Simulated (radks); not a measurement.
Spherical jellium clusters: N electrons in a uniform positive sphere of charge N and radius rs N^(1/3), rs = 5.57 bohr. Calculated with a radial shooting solver with Libxc functionals: non-relativistic Kohn-Sham, PBEsol, spin-polarised, spherical densities. Levels are named by radial order and angular momentum (1s, 1p, 1d, 2s, ...), and open shells are averaged over m. Each electron was tried in the lowest free levels, single moves between levels near the top were tried too, and the lowest total energy was kept; such a search can miss a lower state. The series stops at N = 10: beyond it a trial failed or the search could not be trusted, so later rows were left out. Energies include the self-energy of the background; IP and EA are vertical (highest electron removed, lowest free level filled), at fixed background; spill-out counts the electrons outside the background radius R, and alpha is the static dipole polarisability from linear response (closed shells only). A dash means not computed or, for alpha, an open shell; in EA it means that no bound solution was reached, which is typical of self-interaction and does not show that the anion is unstable. Real open-shell clusters deform, which this model forbids.

N        open shells  2S  E(N+1) + E(N-1) - 2E(N) (eV)  EA (eV)
1   1s(up 1, down 0)   1                             -        -
2               none   0                         0.541        -
3   1p(up 1, down 0)   1                        -0.442        -
4   1p(up 2, down 0)   2                        -0.265        -
5   1p(up 3, down 0)   3                         0.330        -
6   1p(up 3, down 1)   2                        -0.277        -
7   1p(up 3, down 2)   1                        -0.173    1.272
8               none   0                         0.646        -
9   1d(up 1, down 0)   1                        -0.177        -
10  1d(up 2, down 0)   2                             -    1.075

All shells are closed at N = 2, 8 (there: 1s2 1p6); the second difference of the energy has clear peaks (12 % above both neighbours; the first and last values, which can be the largest, are not judged, and half-filled shells can peak too) at N = 5, 8.
